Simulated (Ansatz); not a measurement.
Ansatz (a program for electronic structure) input (PBE0/STO-3G):

Ansatz 0.2 input:
```yaml
crystal:
  periodic: [false, false, false]
  atoms:
    - {symbol: Sn, position_ang: [-0.00000000, -0.00000000, -0.26145457]}
    - {symbol: O, position_ang: [0.00000000, 0.00000000, 1.63409107]}
basis:
  gaussian:
    orbitals: STO-3G
hamiltonian:
  xc: {name: PBE0}
total_charge: -1
magnetization: {spin_polarized: true, initial_magnetization: 1}
```

End of the output:

```
integrals: 0.01 GiB planned
432 factors; integrals over basis functions are off by at most 2.9e-5 eV
mean field: 0.16 GiB planned
mean field evaluation 1: about -164304.4936 eV, gradient 5.6e1 eV
mean field evaluation 2: about -164298.2723 eV, gradient 3.5e1 eV
mean field evaluation 4: about -164285.9005 eV, gradient 6.7e1 eV
mean field evaluation 8: about -164327.2019 eV, gradient 1.4e-1 eV
mean field evaluation 16: about -164327.2036 eV, gradient 2.5e-5 eV
mean field evaluation 32: about -164326.3147 eV, gradient 5.1e0 eV
mean field -164327.20361884 eV, -6038.9133480132 hartree, gradient 3.9e-6 eV, S^2 0.760284; 3 other end points of the search recorded, 0 dependent functions left out
reference -164327.20362871 eV, -6038.9133483761 hartree; 30, 29 occupied and 2, 3 virtual orbitals, 432 factors
Total energy: -164327.20362871 eV, -6038.9133483761 hartree
```
